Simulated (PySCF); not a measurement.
Trends in electronic spectra. Method used: TDDFT PBE0/def2-SVPD, vertical, gas phase, core orbitals frozen in the response in PySCF 2.14.0, density-fitted response routines. Geometries: GFN2-xTB; one conformer of each isolated species. Triplets are in the Tamm–Dancoff approximation.

**Question.** Rank by computed lowest singlet excitation energy, highest first.
A. `CC([Si@H](Cl)C)=O`
B. `C=C(Cl)OC[SiH3]`
C. `Cl[C@H]1CCO[SiH2]1`
D. `C[Si@@H](C=O)CCl`

**Answer.** C (6.57 eV), B (5.68 eV), A (3.50 eV), D (3.19 eV).

```json
{"SMILES": "Cl[C@H]1CCO[SiH2]1", "S1 (eV)": "6.57", "LUMO (eV)": "0.13", "HOMO (eV)": "-7.83", "α (au)": "74.5", "f (S1)": "0.019", "S1 mainly": "H→L (58%)"}
{"SMILES": "C=C(Cl)OC[SiH3]", "S1 (eV)": "5.68", "LUMO (eV)": "0.20", "HOMO (eV)": "-6.74", "α (au)": "84.3", "f (S1)": "0.001", "S1 mainly": "H→L (67%)"}
{"SMILES": "CC(=O)[Si@@H](C)Cl", "S1 (eV)": "3.50", "LUMO (eV)": "-1.39", "HOMO (eV)": "-7.00", "α (au)": "78.6", "f (S1)": "0.002", "S1 mainly": "H→L (98%)"}
{"SMILES": "C[Si@@H](C=O)CCl", "S1 (eV)": "3.19", "LUMO (eV)": "-1.73", "HOMO (eV)": "-7.10", "α (au)": "80.0", "f (S1)": "0.001", "S1 mainly": "H→L (97%)"}
```

H and L stand for HOMO and LUMO.

- `Cl[C@H]1CCO[SiH2]1`: Löwdin shares by element: HOMO chlorine 40%, carbon 15% or more, oxygen 13%, silicon 12% (atoms not listed hold the other 20%); LUMO silicon 33%, chlorine 15%, hydrogen 12% or more, carbon 11% or more (atoms not listed hold the other 29%).
- `C=C(Cl)OC[SiH3]`: Löwdin shares by element: HOMO carbon 57% or more, oxygen 19%, chlorine 12%; LUMO silicon 23%, chlorine 21%, carbon 20% or more (atoms not listed hold the other 36%).
- `CC(=O)[Si@@H](C)Cl`: Löwdin shares by element: HOMO oxygen 49%, carbon 28% or more, silicon 11%; LUMO carbon 45% or more, oxygen 31%, silicon 10%.
- `C[Si@@H](C=O)CCl`: Löwdin shares by element: HOMO oxygen 47%, carbon 21% or more, silicon 11%, hydrogen 10% or more; LUMO carbon 41% or more, oxygen 35%, silicon 10%, hydrogen 6% or more.

Without π bonds the low states are Rydberg-like; a valence basis with one diffuse set may place them up to an eV too high.
